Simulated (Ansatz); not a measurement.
```yaml
crystal:
  periodic: [false, false, false]
  atoms:
    - {symbol: Cl, position_ang: [-1.827063, -1.759344, -0.559288]}
    - {symbol: Si, position_ang: [-0.694585, -0.052909, -0.520917]}
    - {symbol: C, position_ang: [0.282876, 0.410234, 0.902146]}
    - {symbol: C, position_ang: [1.041133, -0.070567, -0.094293]}
    - {symbol: H, position_ang: [-1.317916, 0.900508, -1.455289]}
    - {symbol: H, position_ang: [0.477428, 0.766235, 1.906720]}
    - {symbol: H, position_ang: [2.099427, -0.262258, -0.224775]}
basis:
  gaussian: {orbitals: def2-SVP, point_charges: [{charge: 0.50, position_ang: [6.764, -0.752, -0.823]}]}
magnetization: {spin_polarized: true, initial_magnetization: 0}
hamiltonian: {xc: {name: SPW92}, pseudopotentials: {relativity: none}}
```

```sh
$ ansatz run in.yaml --threads 2 --pin off --events-out ev --progress --plain --max-ram 4352MiB
```

Output, abridged:

```
Functional definition: SPW92
881 factors; their error is unknown
mean field evaluation 1: about -22413.8329 eV, gradient 3.9e1 eV
mean field evaluation 2: about -22384.4882 eV, gradient 7.7e1 eV
mean field evaluation 4: about -22422.3665 eV, gradient 4.2e0 eV
mean field evaluation 8: about -22422.4702 eV, gradient 1.6e-1 eV
mean field evaluation 16: about -22422.4102 eV, gradient 6.9e-5 eV
mean field -22422.41023570 eV, -824.0083777064 hartree, gradient 1.4e-5 eV, S^2 0.000000; 0 other end points of the search recorded, 0 dependent functions left out
reference -22422.41026299 eV, -824.0083787095 hartree; 23, 23 occupied and 56, 56 virtual orbitals, 881 factors
Total energy: -22422.41026299 eV, -824.0083787095 hartree
```

Hardware: 2 threads of an Arm Neoverse V1 on a shared host. Wall time 0.75 s, peak host memory 0.12 GiB.
